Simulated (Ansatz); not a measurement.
The first iterations of a band of a periodic cell of 17 atoms, CuSi₁₆ (host Si, host structure diamond, interstitial Cu), cell charge +1.

Computed with Ansatz 0.2.0, DFT PBE, scalar-relativistic, plane waves, PAW. Settings: PAW set soft_1, cutoff 420 eV, k mesh 2x2x2, gaussian smearing 0.05 eV, no spin polarisation.

```
movable images  : 5
climbing image  : yes
spring          : 1.0 eV/Å²
optimiser       : quadratic models (default)
start path      : IDPP
force threshold : 0.03 eV/Å
iteration limit : 44
end points      : relaxed
```

First end point:

```xyz
17
Lattice="0.0000 5.4300 5.4300 5.4300 0.0000 5.4300 5.4300 5.4300 0.0000" Properties=species:S:1:pos:R:3
Si 0.004 0.026 -0.010
Si 1.312 1.357 1.392
Si 2.669 2.768 -0.079
Si 4.025 4.102 1.292
Si 2.605 -0.111 2.796
Si 4.004 1.286 4.066
Si 5.297 2.581 2.555
Si 6.607 3.889 3.973
Si 0.082 2.796 2.755
Si 1.419 4.131 4.115
Si 2.743 5.456 2.703
Si 4.111 6.823 4.015
Si 2.744 2.717 5.421
Si 4.074 4.026 6.822
Si 5.485 5.383 5.352
Si 6.820 6.738 6.723
Cu 3.735 6.449 6.501
```

Last end point:

```xyz
17
Lattice="0.0000 5.4300 5.4300 5.4300 0.0000 5.4300 5.4300 5.4300 0.0000" Properties=species:S:1:pos:R:3
Si -0.001 -0.068 -0.070
Si 1.513 1.222 1.220
Si 2.777 2.744 -0.052
Si 4.074 4.100 1.358
Si 2.777 -0.050 2.742
Si 4.075 1.360 4.097
Si 5.382 2.776 2.773
Si 6.796 4.099 4.097
Si 0.107 2.537 2.536
Si 1.276 3.969 3.966
Si 2.678 5.436 2.667
Si 4.149 6.843 4.020
Si 2.679 2.669 5.433
Si 4.149 4.021 6.842
Si 5.485 5.466 5.465
Si 6.740 6.870 6.867
Cu 3.009 5.091 5.090
```

| iteration | highest image above the first end (eV) | largest band force component (eV/Å) |
| --- | --- | --- |
| 1 | 0.300 | 0.881 |
| 2 | 0.103 | 0.525 |
| 3 | 0.045 | 0.172 |

Task: Does the band converge within its limit, and where does its top end?

Result: It converged. It ended after 11 iterations with the highest image 0.047 eV above the first end. By the program's own check the climbing image is of a kind that is not told: the force calls were inconclusive, a negative curvature could not be distinguished from the path's own, the only one lies far off the path, or fixed occupations may fill a level only in part (lowest curvatures found: -0.57 and 0.81 eV/Å²). Limits of this set-up: coarse k mesh, charged cell in a uniform background, uncorrected.

Run time: 9.1 min on 1 thread of Arm Neoverse V2, on a shared host, peak memory 0.93 GiB.
